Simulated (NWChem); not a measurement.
CH₄F₂SSi; SMILES CS[SiH](F)F

```xyz
9

Si     0.0612    -0.7613     0.3100
F      1.4487    -1.0934    -0.4459
F     -0.9935    -1.9176    -0.0635
S     -0.7447     1.0591    -0.3787
C      0.6541     2.1416     0.0865
H      0.3539    -0.8069     1.7590
H      0.3720     3.1558    -0.2242
H      0.8222     2.1425     1.1728
H      1.5724     1.8497    -0.4400
```
Atoms are numbered in this order, from 1.

Results from NWChem. Pople sets run with spherical d functions. Structure relaxed at the PBE0/def2-SVP level. Level: M06-2X/6-31G* with SMD (1 M gas to 1 M solution), gas-phase geometry. Reactions with the solvent are ignored.

| solvent | dielectric constant | solvation free energy (kcal/mol) | cavity-dispersion-structure term (kcal/mol) | dipole in solution (D) |
|---|---|---|---|---|
| water | 78.4 | -1.0 | 3.4 | 3.41 |
| chlorobenzene | 5.70 | -4.1 | -0.5 | 3.26 |
| acetone | 20.5 | -4.5 | -0.4 | 3.38 |
| 1-propanol | 20.5 | -4.5 | -0.3 | 3.38 |
| 1-octanol | 9.86 | -4.0 | -0.1 | 3.33 |
| dichloromethane | 8.93 | -4.6 | -0.7 | 3.32 |
| ethanol | 24.9 | -4.6 | -0.3 | 3.39 |
